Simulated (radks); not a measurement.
Values are calculated unless marked as measured or tabulated.
Nb I, configuration [Kr] 4d4 5s1 (the NIST ground configuration). Level of theory: scalar-relativistic Kohn-Sham, PBEsol, spin-polarised, spherical densities, finite nucleus; open shells are filled with parallel spins first (spin-orbit coupling, left out, can overturn this in heavy ions); Fermi nuclear charge, rms radius 4.324 fm; hard spherical wall at 7 bohr (a radial shooting solver on a logarithmic mesh with Libxc functionals).

Normalised radial functions P(r) = r R(r), r in bohr:

| r | 4s up |
|---|---|
| 0.004211 | 0.1095 |
| 0.004863 | 0.1220 |
| 0.005572 | 0.1346 |
| 0.006383 | 0.1477 |
| 0.007313 | 0.1610 |
| 0.008378 | 0.1744 |
| 0.009599 | 0.1874 |
| 0.01109 | 0.2000 |
| 0.0127 | 0.2100 |
| 0.01455 | 0.2174 |
| 0.01667 | 0.2209 |
| 0.0191 | 0.2193 |
| 0.02188 | 0.2113 |
| 0.02507 | 0.1952 |
| 0.02895 | 0.1680 |
| 0.03317 | 0.1315 |
| 0.038 | 0.0836 |
| 0.04354 | 0.0247 |
| 0.04988 | -0.0440 |
| 0.05715 | -0.1195 |
| 0.066 | -0.2015 |
| 0.07562 | -0.2736 |
| 0.08663 | -0.3315 |
| 0.09925 | -0.3650 |
| 0.1137 | -0.3639 |
| 0.1303 | -0.3201 |
| 0.1505 | -0.2224 |
| 0.1724 | -0.0849 |
| 0.1975 | 0.0848 |
| 0.2263 | 0.2657 |
| 0.2592 | 0.4289 |
| 0.297 | 0.5419 |
| 0.343 | 0.5742 |
| 0.3929 | 0.5017 |
| 0.4502 | 0.3265 |
| 0.5158 | 0.0660 |
| 0.5909 | -0.2446 |
| 0.677 | -0.5579 |
| 0.7756 | -0.8247 |
| 0.8958 | -1.0119 |
| 1.026 | -1.0746 |
| 1.176 | -1.0273 |
| 1.347 | -0.8932 |
| 1.543 | -0.7092 |
| 1.768 | -0.5146 |
| 2.042 | -0.3314 |
| 2.339 | -0.1979 |
| 2.68 | -0.1065 |
| 3.071 | -0.0511 |
| 3.518 | -0.0216 |
| 4.031 | -0.0079 |
| 4.655 | -0.0023 |
| 5.333 | -0.0006 |
| 6.11 | -0.0001 |
| 7 | 0.0000 |

4s up: eigenvalue -57.920 eV, 3 radial nodes at r = 0.0458, 0.185, 0.532 bohr, <r> = 1.16 bohr, 90 % of the charge inside 1.70 bohr.
